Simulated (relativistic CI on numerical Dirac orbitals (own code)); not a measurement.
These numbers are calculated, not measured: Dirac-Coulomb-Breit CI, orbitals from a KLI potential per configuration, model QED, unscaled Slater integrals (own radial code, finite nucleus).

Configurations in the expansion (outside the closed core [Ne]): 3s2.3p6.3d9, 3s2.3p5.3d10, 3s.3p6.3d10, 3s2.3p6.3d8.4s, 3s2.3p6.3d8.4p, 3s2.3p6.3d8.4d, 3s2.3p4.3d10.4s, 3s2.3p4.3d10.4p, 3s2.3p5.3d9.4s, 3s2.3p6.3d8.4f, 3s2.3p4.3d10.4d, 3s2.3p5.3d9.4p, 3s.3p5.3d10.4s, 3s2.3p6.3d7.4s2, 3s.3p5.3d10.4p, 3s2.3p5.3d9.4d, 3s2.3p6.3d7.4s.4p, 3s.3p6.3d9.4s, 3s.3p5.3d10.4d, 3s2.3p6.3d8.5s, 3p6.3d10.4s, 3s2.3p6.3d7.4p2, 3s2.3p5.3d9.4f, 3s2.3p6.3d7.4s.4d, 3s2.3p6.3d8.5p, 3s.3p6.3d9.4p, 3p6.3d10.4p, 3s2.3p6.3d8.5d, 3s2.3p6.3d7.4p.4d, 3s2.3p5.3d8.4s2, 3s2.3p6.3d8.5f, 3p6.3d10.4d, 3s2.3p6.3d8.5g, 3s.3p6.3d9.4d, 3s2.3p5.3d8.4s.4p, 3s2.3p6.3d7.4d2. Levels of other configurations are missing.

At this charge energies of transitions that change n are usually good to better than 1 %, and those within a shell (Δn = 0) to a few per cent.

Outline of the computed level scheme of Tb XXXIX. Lowest level of each configuration: 3s2.3p6.3d9 2D_5/2 at 0.00 eV; 3s2.3p5.3d10 2P°_3/2 at 355.18 eV; 3s.3p6.3d10 2S_1/2 at 710.23 eV; 3s2.3p6.3d8.4s 4F_9/2 at 1116.09 eV; 3s2.3p6.3d8.4p 4D°_7/2 at 1191.53 eV.

Some strong electric-dipole decays among the lowest 45 levels: 3s2.3p6.3d8.4p 2P°_3/2 → 3s2.3p6.3d9 2D_5/2 (5.0e+12 s⁻¹); 3s2.3p6.3d8.4p 2D°_5/2 → 3s2.3p6.3d9 2D_5/2 (4.0e+12 s⁻¹); 3s2.3p6.3d8.4p 2D°_5/2 → 3s2.3p6.3d9 2D_5/2 (4.0e+12 s⁻¹); 3s2.3p6.3d8.4p 4F°_3/2 → 3s2.3p6.3d9 2D_3/2 (3.7e+12 s⁻¹); 3s2.3p6.3d8.4p 2F°_7/2 → 3s2.3p6.3d9 2D_5/2 (3.6e+12 s⁻¹); 3s2.3p5.3d10 2P°_1/2 → 3s2.3p6.3d9 2D_3/2 (2.8e+12 s⁻¹); 3s2.3p6.3d8.4p 2F°_7/2 → 3s2.3p6.3d9 2D_5/2 (2.7e+12 s⁻¹); 3s2.3p6.3d8.4p 4D°_3/2 → 3s2.3p6.3d9 2D_5/2 (2.2e+12 s⁻¹).

LS names give the leading component of a level, which can be under half, so a name can repeat, a term be missing and a line seem to break the LS rules.
